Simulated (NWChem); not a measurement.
System: Si2H5OCl; SMILES [SiH3]O[SiH2]Cl

Here is an NWChem input.

```
start job
memory heap 200 mb stack 900 mb global 1100 mb
geometry units angstroms noautosym nocenter noautoz
  Si    -0.436293     2.103557    -0.031673
  O      0.632787     0.844975    -0.252343
  Si     0.970420    -0.739174     0.013481
  Cl    -0.735380    -1.710026     0.670410
  H      0.182207     3.324137    -0.618348
  H     -0.688055     2.317467     1.423679
  H     -1.725869     1.810133    -0.721092
  H      2.001488    -0.870797     1.074388
  H      1.400377    -1.372705    -1.257718
end
basis spherical
  Si library def2-svp
  O library def2-svp
  Cl library def2-svp
  H library def2-svp
end
dft
  xc pbe0
  iterations 150
end
cosmo
  do_cosmo_smd true
  solvent water
end
task dft energy
```

Parts of the log:

```
             Northwest Computational Chemistry Package (NWChem) 7.3.0
             --------------------------------------------------------

                             Geometry "geometry" -> ""
                             -------------------------

 Output coordinates in angstroms (scale by  1.889725989 to convert to a.u.)

  No.       Tag          Charge          X              Y              Z
 ---- ---------------- ---------- -------------- -------------- --------------
    1 Si                  14.0000    -0.43629300     2.10355700    -0.03167300
    2 O                    8.0000     0.63278700     0.84497500    -0.25234300
    3 Si                  14.0000     0.97042000    -0.73917400     0.01348100
    4 Cl                  17.0000    -0.73538000    -1.71002600     0.67041000
    5 H                    1.0000     0.18220700     3.32413700    -0.61834800
    6 H                    1.0000    -0.68805500     2.31746700     1.42367900
    7 H                    1.0000    -1.72586900     1.81013300    -0.72109200
    8 H                    1.0000     2.00148800    -0.87079700     1.07438800
    9 H                    1.0000     1.40037700    -1.37270500    -1.25771800

 Effective nuclear repulsion energy (a.u.)     277.7093951688

                                 NWChem DFT Module
                                 -----------------

 Summary of "ao basis" -> "ao basis" (spherical)
 ------------------------------------------------------------------------------
       Tag                 Description            Shells   Functions and Types
 ---------------- ------------------------------  ------  ---------------------
 Si                         def2-svp                 8       18   4s3p1d
 O                          def2-svp                 6       14   3s2p1d
 Cl                         def2-svp                 8       18   4s3p1d
 H                          def2-svp                 3        5   2s1p

 in cosmo_initialize ...
 calling solv_data for solv:h2o

 solvent parameters
 solvname_short: h2o
 solvname_long:  water
 dielec:       78.4000
 dielecinf:     1.7769
 aqueous SMD model solvent descriptors
 dielec:       78.4000
 sola:          0.8200

          ---------------
          -cosmo- solvent
          ---------------
 Cosmo: York-Karplus, doi: 10.1021/jp992097l
 dielectric constant -eps-     =  78.40
 screen = (eps-1)/(eps    )    =   0.98724
 surface charge correction     = lagrangian

   van der Waals surface
 --------------------------

[...]

                                COSMO-SMD solvation results
                                ---------------------------

             internal energy in gas <Psi(g)|H|Psi(g)> =     -1116.664809017924
         internal energy in solvent <Psi(s)|H|Psi(s)> =     -1116.664627700448
                               delta internal energy  =         0.000181317476 (    0.11 kcal/mol)
   total free energy in solvent <Psi(s)|H+V/2|Psi(s)> =     -1116.666672051295
 polarization energy contribution <Psi(s)|V/2|Psi(s)> =        -0.002044350846 (   -1.28 kcal/mol)
    total free energy in solvent including G(SMD-CDS) =     -1116.661792921166
                       G(SMD-CDS) energy contribution =         0.004879130129 (    3.06 kcal/mol)
     1 M fixed-concentration free energy of solvation =         0.003016096759 (    1.89 kcal/mol)

                       DFT Final Molecular Orbital Analysis
                       ------------------------------------

 Vector   27  Occ=2.000000D+00  E=-3.396585D-01
              MO Center= -5.2D-01,  4.0D-02,  4.0D-01, r^2= 5.1D+00
   Bfn.  Coefficient  Atom+Function         Bfn.  Coefficient  Atom+Function
  ----- ------------  ---------------      ----- ------------  ---------------
    63      0.426729  4 Cl pz                60      0.304993  4 Cl pz
    24     -0.238093  2 O  pz                74      0.220802  6 H  s
    27     -0.192041  2 O  pz                57      0.178425  4 Cl pz
    79     -0.178149  7 H  s                 10      0.155044  1 Si pz
    75      0.150593  6 H  s                 62      0.144042  4 Cl py

 Vector   28  Occ=2.000000D+00  E=-3.342311D-01
              MO Center= -1.8D-01,  1.0D+00, -8.0D-02, r^2= 5.1D+00
   Bfn.  Coefficient  Atom+Function         Bfn.  Coefficient  Atom+Function
  ----- ------------  ---------------      ----- ------------  ---------------
    62      0.311430  4 Cl py                22      0.295585  2 O  px
    69     -0.258480  5 H  s                 25      0.238649  2 O  px
    59      0.229137  4 Cl py                23      0.186993  2 O  py
    79      0.179596  7 H  s                 70     -0.177407  5 H  s
     8     -0.136111  1 Si px                56      0.133024  4 Cl py

 Vector   29  Occ=2.000000D+00  E=-3.162741D-01
              MO Center=  4.0D-01, -2.1D-01,  1.6D-01, r^2= 5.0D+00
   Bfn.  Coefficient  Atom+Function         Bfn.  Coefficient  Atom+Function
  ----- ------------  ---------------      ----- ------------  ---------------
    63      0.301234  4 Cl pz                24      0.293266  2 O  pz
    84     -0.236346  8 H  s                 27      0.227017  2 O  pz
    89      0.224752  9 H  s                 60      0.219921  4 Cl pz
    85     -0.202702  8 H  s                 90      0.195462  9 H  s
    74     -0.167986  6 H  s                 42     -0.147305  3 Si pz

 Vector   30  Occ=0.000000D+00  E= 1.471859D-02
              MO Center=  1.1D-01,  1.0D+00, -1.5D-02, r^2= 5.7D+00
   Bfn.  Coefficient  Atom+Function         Bfn.  Coefficient  Atom+Function
  ----- ------------  ---------------      ----- ------------  ---------------
    21      0.800653  2 O  s                 44     -0.609046  3 Si py
    12      0.589667  1 Si py                11     -0.563599  1 Si px
    75     -0.231163  6 H  s                 80     -0.212951  7 H  s
    41     -0.181481  3 Si py                20      0.176340  2 O  s
     4      0.174247  1 Si s                  9      0.165812  1 Si py

[...]
```

Level: PBE0/def2-SVP, SMD on the gas-phase geometry. All runs use the structure optimised with PBE0/def2-SVP. Solvent: water.
